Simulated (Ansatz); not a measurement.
Stepwise reaction of `[NH2][Ga]([NH2])[O][SiH3]` with hydrogen fluoride, as a gas-phase model of exchange steps in deposition or etching. ΔE in kJ/mol; ΔG adds harmonic PBE0-D4 terms to CCSD(T)/CBS, at 1 bar.

Gas-phase electronic energies from Ansatz, PBE0-D4/def2-TZVP geometries. CCSD(T)/CBS adds triple-zeta CCSD(T) − MP2 to the extrapolated MP2 energy (def2 sets, frozen cores). This one scheme is used for every species. DFT in def2-TZVPP. B3LYP here is the variant with VWN-RPA as its local correlation; programs differ in this. For Ga outer-core shells are correlated without core-valence functions, which leaves a few kJ/mol of doubt a bond. Scalar relativity is left out up to krypton. Each species was taken in one conformer, which may not be the lowest.

```json
{"step": "1", "reaction": "`[NH2][Ga]([NH2])[O][SiH3]` + H–F → `[NH2][Ga]([F])[O][SiH3]` + NH₃", "PBE-D4": "-51.3", "B3LYP-D4": "-54.1", "ωB97M-V": "-53.4", "CCSD(T)/CBS": "-42.7", "ΔG(600 K)": "-41.6"}
{"step": "2", "reaction": "`[NH2][Ga]([F])[O][SiH3]` + H–F → `[F][Ga]([F])[O][SiH3]` + NH₃", "PBE-D4": "-29.8", "B3LYP-D4": "-31.3", "ωB97M-V": "-31.0", "CCSD(T)/CBS": "-21.1", "ΔG(600 K)": "-21.4"}
```

Problem. By hand: ΔE of the 2 steps together at CCSD(T)/CBS.

Solution. (-42.7) + (-21.1) = -63.8 kJ/mol, or -31.9 kJ/mol a step.

In ΔE each step is higher than the one before. All are downhill at CCSD(T)/CBS. ΔG lies between -41.6 and -21.4 kJ/mol a step. PBE-D4 differs from CCSD(T)/CBS by -8.7 to -8.6 kJ/mol a step. Only this route is followed, and other bonds may react first. Isolated molecules leave out the surface, adducts and barriers. Largest T1 diagnostic: 0.014.
